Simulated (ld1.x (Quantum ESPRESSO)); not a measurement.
## u(r) = r·R(r): atom against pseudo-atom (nitrogen (N))

Columns: radius, all-electron u(r) and pseudo u(r) of the 2p shell (level -20.69 eV) of nitrogen in the configuration [He] 2s2 2p2; PBE, scalar-relativistic, TM scheme, ld1.x (Quantum ESPRESSO) 7.5.

```json
{"r (bohr)": "0.060", "all-electron": "0.0337", "pseudo": "0.0160"}
{"r (bohr)": "0.120", "all-electron": "0.1107", "pseudo": "0.0628"}
{"r (bohr)": "0.180", "all-electron": "0.2067", "pseudo": "0.1360"}
{"r (bohr)": "0.240", "all-electron": "0.3075", "pseudo": "0.2293"}
{"r (bohr)": "0.300", "all-electron": "0.4049", "pseudo": "0.3345"}
{"r (bohr)": "0.360", "all-electron": "0.4944", "pseudo": "0.4430"}
{"r (bohr)": "0.420", "all-electron": "0.5735", "pseudo": "0.5463"}
{"r (bohr)": "0.480", "all-electron": "0.6416", "pseudo": "0.6377"}
{"r (bohr)": "0.540", "all-electron": "0.6989", "pseudo": "0.7130"}
{"r (bohr)": "0.600", "all-electron": "0.7461", "pseudo": "0.7704"}
{"r (bohr)": "0.660", "all-electron": "0.7833", "pseudo": "0.8105"}
{"r (bohr)": "0.720", "all-electron": "0.8113", "pseudo": "0.8358"}
{"r (bohr)": "0.780", "all-electron": "0.8306", "pseudo": "0.8494"}
{"r (bohr)": "0.840", "all-electron": "0.8422", "pseudo": "0.8546"}
{"r (bohr)": "0.900", "all-electron": "0.8471", "pseudo": "0.8538"}
{"r (bohr)": "0.960", "all-electron": "0.8460", "pseudo": "0.8489"}
{"r (bohr)": "1.020", "all-electron": "0.8399", "pseudo": "0.8407"}
{"r (bohr)": "1.080", "all-electron": "0.8295", "pseudo": "0.8296"}
{"r (bohr)": "1.140", "all-electron": "0.8155", "pseudo": "0.8155"}
{"r (bohr)": "1.200", "all-electron": "0.7985", "pseudo": "0.7985"}
{"r (bohr)": "1.260", "all-electron": "0.7792", "pseudo": "0.7792"}
{"r (bohr)": "1.320", "all-electron": "0.7579", "pseudo": "0.7579"}
{"r (bohr)": "1.380", "all-electron": "0.7352", "pseudo": "0.7352"}
{"r (bohr)": "1.440", "all-electron": "0.7114", "pseudo": "0.7114"}
{"r (bohr)": "1.500", "all-electron": "0.6869", "pseudo": "0.6869"}
{"r (bohr)": "1.560", "all-electron": "0.6618", "pseudo": "0.6618"}
```

Question: How many radial nodes do the two functions have?

Answer: The all-electron 2p function has n − l − 1 = 0; the pseudo-wave has 0.

Question: At about which radius was the pseudo-wave matched?

Answer: 1.20 bohr. The columns agree to 0.0005 from 1.08 bohr on; several derivatives are matched, so the curves merge somewhat inside the radius.

Question: Where does each function peak?

Answer: Outermost all-electron maximum near 0.90 bohr, pseudo maximum near 0.84 bohr (to the table’s step).

Question: Is the pseudo-wave norm-conserving?

Answer: Yes: the TM scheme keeps the norm inside the radius equal to the all-electron one, which fixes the energy derivative of the logarithmic derivative at the level.
